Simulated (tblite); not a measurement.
C6H14S2.
Numbering: `[CH3:1][CH2:2][C@H:3]([CH2:4][S:5][CH3:6])[S:7][CH3:8]` (hydrogens: H9, H10, H11 on C1; H12, H13 on C2; H14 on C3; H15, H16 on C4; H17, H18, H19 on C6; H20, H21, H22 on C8)

Computed with GFN2-xTB (tblite), gas phase: L-BFGS steps from a force-field or distance-geometry start until the largest atomic force falls under 0.01 eV/Å.

The end geometry, which sets the zero of energy:
```
atom  x, y, z in Å
C1     -0.8761    2.3631    0.1058
C2     -0.3865    1.1525   -0.6767
C3     -0.0169   -0.0170    0.2263
C4      0.5721   -1.1870   -0.5426
S5      2.1801   -0.8031   -1.3117
C6      3.2560   -0.8349    0.1486
S7     -1.4194   -0.6056    1.2583
C8     -2.6687   -1.0721    0.0272
H9     -1.7384    2.1012    0.7150
H10    -0.0953    2.7337    0.7662
H11    -1.1602    3.1614   -0.5750
H12    -1.1501    0.8343   -1.3903
H13     0.5032    1.4185   -1.2534
H14     0.6911    0.3187    0.9892
H15    -0.0709   -1.4637   -1.3780
H16     0.7117   -2.0521    0.1071
H17     3.0278    0.0025    0.8016
H18     3.1261   -1.7784    0.6710
H19     4.2739   -0.7488   -0.2169
H20    -2.2852   -1.8551   -0.6195
H21    -3.5145   -1.4458    0.5950
H22    -2.9704   -0.2028   -0.5487
```

Problem. These geometries come from the run, each turned onto the end geometry. Order them by energy, lowest first.
A.
```
atom  x, y, z in Å
C1     -0.9104    2.3684    0.1001
C2     -0.3867    1.1667   -0.6658
C3      0.0039   -0.0377    0.2438
C4      0.5771   -1.2120   -0.5624
S5      2.1903   -0.8853   -1.3476
C6      3.2476   -0.8437    0.1087
S7     -1.3966   -0.6230    1.3049
C8     -2.6323   -1.0610    0.0686
H9     -1.8920    2.1690    0.5494
H10    -0.2324    2.6761    0.8973
H11    -1.0431    3.2145   -0.5866
H12    -1.1098    0.8581   -1.4201
H13     0.5035    1.4977   -1.1915
H14     0.7492    0.3089    0.9583
H15    -0.1088   -1.4987   -1.3576
H16     0.7092   -2.0987    0.0971
H17     3.0248    0.0295    0.7351
H18     3.1338   -1.7643    0.6962
H19     4.2953   -0.7657   -0.2015
H20    -2.2577   -1.8334   -0.6073
H21    -3.5206   -1.4616    0.5805
H22    -2.9550   -0.1843   -0.5010
```
B.
```
atom  x, y, z in Å
C1     -0.9030    2.3484    0.0991
C2     -0.3647    1.1554   -0.6774
C3     -0.0047   -0.0149    0.2276
C4      0.5660   -1.1921   -0.5430
S5      2.1703   -0.8268   -1.3265
C6      3.2501   -0.8327    0.1308
S7     -1.4048   -0.5836    1.2712
C8     -2.6570   -1.0611    0.0483
H9     -1.8455    2.1021    0.5818
H10    -0.2000    2.6481    0.8732
H11    -1.0662    3.1907   -0.5680
H12    -1.0943    0.8304   -1.4226
H13     0.5412    1.4432   -1.2165
H14     0.7109    0.3168    0.9852
H15    -0.0899   -1.4641   -1.3704
H16     0.7021   -2.0566    0.1081
H17     3.0342    0.0239    0.7634
H18     3.1108   -1.7602    0.6793
H19     4.2685   -0.7687   -0.2384
H20    -2.2667   -1.8355   -0.6049
H21    -3.4945   -1.4521    0.6174
H22    -2.9733   -0.1913   -0.5192
```
C.
```
atom  x, y, z in Å
C1     -0.9204    2.3727    0.1035
C2     -0.3826    1.1596   -0.6574
C3      0.0022   -0.0282    0.2276
C4      0.5695   -1.2163   -0.5485
S5      2.1847   -0.8829   -1.3471
C6      3.2581   -0.8431    0.1240
S7     -1.3881   -0.6189    1.2971
C8     -2.6475   -1.0657    0.0592
H9     -1.8870    2.1668    0.5502
H10    -0.2338    2.6727    0.8932
H11    -1.0405    3.2093   -0.5828
H12    -1.1098    0.8550   -1.4172
H13     0.5111    1.4900   -1.1943
H14     0.7443    0.3069    0.9618
H15    -0.1035   -1.4954   -1.3607
H16     0.7086   -2.0872    0.0930
H17     3.0227    0.0241    0.7312
H18     3.1310   -1.7589    0.6916
H19     4.2871   -0.7668   -0.2074
H20    -2.2570   -1.8297   -0.6040
H21    -3.5097   -1.4583    0.5837
H22    -2.9499   -0.1863   -0.4981
```
D.
```
atom  x, y, z in Å
C1     -0.9136    2.3594    0.1014
C2     -0.3715    1.1591   -0.6673
C3     -0.0022   -0.0185    0.2261
C4      0.5662   -1.1977   -0.5478
S5      2.1767   -0.8580   -1.3338
C6      3.2492   -0.8399    0.1294
S7     -1.3921   -0.6035    1.2771
C8     -2.6448   -1.0626    0.0477
H9     -1.8735    2.1333    0.5601
H10    -0.2278    2.6564    0.8920
H11    -1.0465    3.2004   -0.5754
H12    -1.1045    0.8378   -1.4120
H13     0.5343    1.4501   -1.2072
H14     0.7184    0.3068    0.9819
H15    -0.0827   -1.4755   -1.3787
H16     0.6934   -2.0545    0.1149
H17     3.0204    0.0240    0.7455
H18     3.1200   -1.7597    0.6925
H19     4.2652   -0.7702   -0.2419
H20    -2.2616   -1.8327   -0.6142
H21    -3.4809   -1.4505    0.6182
H22    -2.9527   -0.1843   -0.5100
```
E.
```
atom  x, y, z in Å
C1     -0.9206    2.3634    0.1034
C2     -0.3749    1.1648   -0.6642
C3     -0.0010   -0.0187    0.2211
C4      0.5647   -1.2027   -0.5479
S5      2.1763   -0.8712   -1.3297
C6      3.2555   -0.8418    0.1285
S7     -1.3852   -0.6089    1.2705
C8     -2.6478   -1.0647    0.0511
H9     -1.8860    2.1506    0.5611
H10    -0.2334    2.6638    0.8904
H11    -1.0394    3.2019   -0.5790
H12    -1.1067    0.8433   -1.4068
H13     0.5296    1.4611   -1.2004
H14     0.7246    0.3025    0.9721
H15    -0.0889   -1.4846   -1.3736
H16     0.7018   -2.0663    0.1070
H17     3.0154    0.0256    0.7376
H18     3.1222   -1.7614    0.6929
H19     4.2778   -0.7693   -0.2337
H20    -2.2551   -1.8321   -0.6092
H21    -3.4939   -1.4562    0.6104
H22    -2.9458   -0.1797   -0.5033
```

Solution. B (0.004 eV), D (0.009 eV), E (0.016 eV), C (0.041 eV), A (0.103 eV).

In the order of the answer:

```tsv
step	E above end (eV)	largest force (eV/Å)	rms force component (eV/Å)	rms distance from end (Å)	rms bond change (Å)	bond most changed (Å)
23	0.004	0.04	0.011	0.063	0.001	C3–S7 -0.002
10	0.009	0.07	0.020	0.075	0.001	C1–C2 +0.003
6	0.016	0.15	0.043	0.079	0.001	C3–S7 -0.004
2	0.041	0.25	0.079	0.084	0.005	C3–S7 +0.013
0	0.103	0.89	0.288	0.087	0.013	C2–C3 +0.036
```

What follows is the cost of the whole relaxation. On Arm Neoverse V2, one thread, on a shared host, this took 0.39 s of wall time.
